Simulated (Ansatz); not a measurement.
Cost and result up the ladder for Se(GeH3)2 (Ge2H6Se) (9 atoms). The state is a singlet with charge 0. Geometry: PBE0-D4/def2-SVP.

```tsv
atom	x (Å)	y (Å)	z (Å)
Se1	-1.4830	0.6079	-0.2359
Ge2	0.0086	-0.5289	-1.6631
H3	-0.6835	-0.5772	-3.0335
H4	0.2687	-1.9523	-1.1358
H5	1.3417	0.2370	-1.7552
Ge6	-0.0743	0.5559	1.6525
H7	-0.8768	1.2104	2.7876
H8	1.2174	1.3475	1.3747
H9	0.2811	-0.9002	2.0087
```

Ansatz on 4 threads of Arm Neoverse N1 on a shared host. Times are rough, and most runs start from the orbitals of an earlier one. ωB97M-V/def2-TZVP serves as the yardstick here, not as an exact answer. Differences are given only for rows in sets of like size (and for xTB, whose basis is part of the method), since another set adds its own error. Binding counts from free atoms at the same level (Se triplet, Ge triplet, H doublet; other spins of the atoms weren't run), without zero-point energy or a counterpoise term.

LC-ωPBE has ω = 0.4 bohr⁻¹. Correlated methods freeze 27 core orbitals; core or outer-core shells of Se, Ge are correlated, in sets that lack core-valence functions.

Correlated methods converge slowly with the basis.

```json
{"level": "LDA (SPW92)/def2-TZVP", "functions": "180", "wall time": "1.6 s"}
{"level": "PBE-D4/def2-SVP", "functions": "126", "wall time": "1.8 s"}
{"level": "PBE-D4/def2-TZVP", "functions": "180", "wall time": "2.7 s"}
{"level": "revPBE-D4/def2-TZVP", "functions": "180", "wall time": "3 s"}
{"level": "BLYP-D4/def2-TZVP", "functions": "180", "wall time": "3 s"}
{"level": "PBE0-D4/def2-SVP", "functions": "126", "wall time": "3.2 s"}
{"level": "LC-ωPBE/def2-TZVP", "functions": "180", "wall time": "4 s"}
{"level": "r2SCAN-D4/def2-TZVP", "functions": "180", "wall time": "6 s"}
{"level": "CAM-B3LYP-D4/def2-TZVP", "functions": "180", "wall time": "6 s"}
{"level": "PBE0-D4/def2-TZVP (with forces)", "functions": "180", "wall time": "7.5 s"}
{"level": "B97M-V/def2-TZVP", "functions": "180", "wall time": "13 s"}
{"level": "ωB97M-V/def2-TZVP", "functions": "180", "wall time": "16 s"}
{"level": "CCSD(T)/def2-TZVP", "functions": "180", "wall time": "2.1 min"}
```

**Question.** Estimate what each level gives for the binding energy per atom (eV).

**Answer.** 
```tsv
level	binding energy per atom (eV)	difference from ωB97M-V/def2-TZVP (eV)
LDA (SPW92)/def2-TZVP	3.02	0.37
PBE-D4/def2-SVP	2.65	–
PBE-D4/def2-TZVP	2.65	0.00
revPBE-D4/def2-TZVP	2.60	-0.05
BLYP-D4/def2-TZVP	2.62	-0.03
PBE0-D4/def2-SVP	2.64	–
LC-ωPBE/def2-TZVP	2.62	-0.03
r2SCAN-D4/def2-TZVP	2.69	0.04
CAM-B3LYP-D4/def2-TZVP	2.67	0.02
PBE0-D4/def2-TZVP (with forces)	2.64	-0.01
B97M-V/def2-TZVP	2.72	0.07
ωB97M-V/def2-TZVP	2.65	0.00
CCSD(T)/def2-TZVP	2.60	-0.05
```
